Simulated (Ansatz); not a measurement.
## Relaxing a trial structure of C2HSeSi

The starting geometry of this gas-phase doublet was optimised with GFN2-xTB.

```xyz
5

C     0.0164   -2.0602   -1.9367
C    -0.2446   -0.8271   -2.3051
Se   -0.7221    0.8186   -2.3411
Si   -0.4975   -2.0458   -0.1440
H     0.4250   -2.8386   -2.5607
```

Question: Where would you expect an optimisation with PBE0-D3(BJ)/def2-SVP to take it?

Answer: A new bond forms, giving a structure given below by its coordinates. Contacts that close: C2–Si4 (2.49 → 1.91 Å).

The energy falls by 0.71 eV over 10 steps:

```json
{"step": "1", "E − E(last) (eV)": "0.709"}
{"step": "2", "E − E(last) (eV)": "0.602"}
{"step": "3", "E − E(last) (eV)": "0.372"}
{"step": "4", "E − E(last) (eV)": "0.087"}
{"step": "5", "E − E(last) (eV)": "0.043"}
{"step": "6", "E − E(last) (eV)": "0.020"}
{"step": "7", "E − E(last) (eV)": "0.000"}
{"step": "8", "E − E(last) (eV)": "0.000"}
{"step": "9", "E − E(last) (eV)": "0.000"}
{"step": "10", "E − E(last) (eV)": "0.000"}
```

Final geometry (Å):

```
atom    x (Å)    y (Å)    z (Å)
   C   0.0422  -2.1609  -1.9219
   C  -0.3729  -0.8660  -1.8127
  Se  -0.6338   0.7240  -2.5527
  Si  -0.5081  -1.9260  -0.2339
   H   0.4497  -2.7244  -2.7664
```

No frequencies were run, so the end isn't proven a minimum. Open shells are spin-unrestricted. Run with Ansatz 0.2.0, 66 s on 1 thread of Arm Neoverse V1, with other jobs on the host.
